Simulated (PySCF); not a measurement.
Compound: H7PPbSi.
Numbering: `[PH2:1][SiH2:2][PbH3:3]` (hydrogens: H4, H5 on P1; H6, H7 on Si2; H8, H9, H10 on Pb3)

Level of theory: PySCF 2.14.0, PBE0-D3(BJ)/def2-SVP geometry optimisation, gas phase, def2 core potentials past Kr.

Q: What internal coordinates does the optimisation give?

A: 
| bond | length (Å) | order |
| --- | --- | --- |
| P1–Si2 | 2.267 | single |
| Si2–Pb3 | 2.613 | single |
| P1–H4, P1–H5 | 1.429 | single |
| Si2–H6, Si2–H7 | 1.496 | single |
| Pb3–H8, Pb3–H9, Pb3–H10 | 1.764 | single |

Bonds in one row agree within 0.01 Å and their mean is given. Orders are formal, as drawn. A selection of angles:
| angle | degrees |
| --- | --- |
| Si2–P1–H4 | 94.7 |
| Si2–P1–H5 | 93.5 |
| H4–P1–H5 | 93.7 |
| P1–Si2–Pb3 | 108.5 |
| P1–Si2–H6 | 113.8 |
| P1–Si2–H7 | 107.6 |
| Pb3–Si2–H6 | 110.0 |
| Pb3–Si2–H7 | 108.4 |
| H6–Si2–H7 | 108.4 |
| Si2–Pb3–H8 | 111.3 |
| H8–Pb3–H9 | 107.9 |

P1 (three-coordinate phosphorus) is pyramidal (angles 94.7°, 93.7° and 93.5°, sum 281.9°, 0.86 Å off the plane of its three neighbours). Si2 (SiH2 silicon) is distorted tetrahedral (angles from 107.6° to 113.8°). Pb3 (lead bonded to Si and 3 H) is tetrahedral (angles from 107.6° to 111.3°).

No frequency check. One conformer, not necessarily the lowest (H–P1–Si2–Pb3 -167° and -73°).

Hardware: one thread of an Arm Neoverse V1 (shared host). Cost: 30 s, 0.42 GiB resident at most. These figures are those of the optimisation.
